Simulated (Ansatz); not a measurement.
Species: WCl, net charge 0, sextet state. The spin state was set by rule; other spins were not relaxed. SMILES: [Cl][W]
Coordinates optimised at B3LYP-D3(BJ)/def2-TZVP (Ansatz, a first-principles code):
```xyz
2

W      0.0000     0.0000    -0.4289
Cl     0.0000     0.0000     1.8669
```
Charge 0, spin multiplicity 6.

Parts of the frozen-core correlation energy in def2-SVP (Ansatz, hartree). Frozen orbitals: 9; correlated occupied orbitals by spin: 9 and 4; virtual: 32 and 37. UHF or UKS for open shells. Spin-orbit coupling is left out. Past Kr the def2 sets carry scalar-relativistic core potentials.

| term | value |
|---|---|
| reference (HF) | -525.76956 |
| MP2 opposite-spin | -0.11532 |
| MP2 same-spin | -0.08203 |
| CCSD correlation | -0.21643 |
| (T) | -0.00510 |
| CCSDT minus CCSD(T) | -0.00056 |
| T1 diagnostic | 0.020 |
| largest doubles amplitude | 0.038 |
| <S^2> of the reference | 8.766 |
